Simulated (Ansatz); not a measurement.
Reaction (formal exchange of groups at the Se–Se bond): `C[SiH2][Se][Se]C` + `CC` → `CC[Se][SiH2]C` + `C[SeH]`

Calculated with Ansatz (gas phase, PBE0-D4/def2-TZVP geometries, no zero-point term in ΔE). CCSD(T)/CBS adds triple-zeta CCSD(T) − MP2 to the extrapolated MP2 energy (def2 sets, frozen cores). This one scheme is used for every species. Functionals use def2-TZVPP. B3LYP here is the variant with VWN-RPA as its local correlation; programs differ in this. For Se outer-core shells are correlated without core-valence functions, which leaves a few kJ/mol of doubt a bond. Scalar relativity is left out up to krypton. One conformer a species, not always the lowest.

Task: Is it downhill or uphill in electronic energy at CCSD(T)/CBS, and by how much? (Best estimate.)

Result: Ansatz gave: Uphill: ΔE = +15.7 kcal/mol.

Task: What do these levels give: PBE-D4, r2SCAN-D4, PBE0-D4, B3LYP-D4, ωB97M-V, PBE0, B3LYP, MP2/def2-TZVPP, CCSD/def2-TZVPP, HF/def2-QZVPP, MP2/def2-QZVPP, HF/CBS(def2)? (Best estimate.)

Result: Ansatz gave: PBE-D4 17.6, r2SCAN-D4 16.7, PBE0-D4 17.0, B3LYP-D4 17.7, ωB97M-V 15.9, PBE0 16.5, B3LYP 16.8, MP2/def2-TZVPP 14.9, CCSD/def2-TZVPP 14.0, HF/def2-QZVPP 15.3, MP2/def2-QZVPP 15.8, HF/CBS(def2) 15.3 kcal/mol.

Largest T1 diagnostic among the species: 0.010.

The D4 term adds +0.9 kcal/mol with B3LYP and +0.5 kcal/mol with PBE0; it sums over pairs of atoms, weighted by their polarisabilities, and B3LYP, whose exchange is more repulsive, gets the larger term.
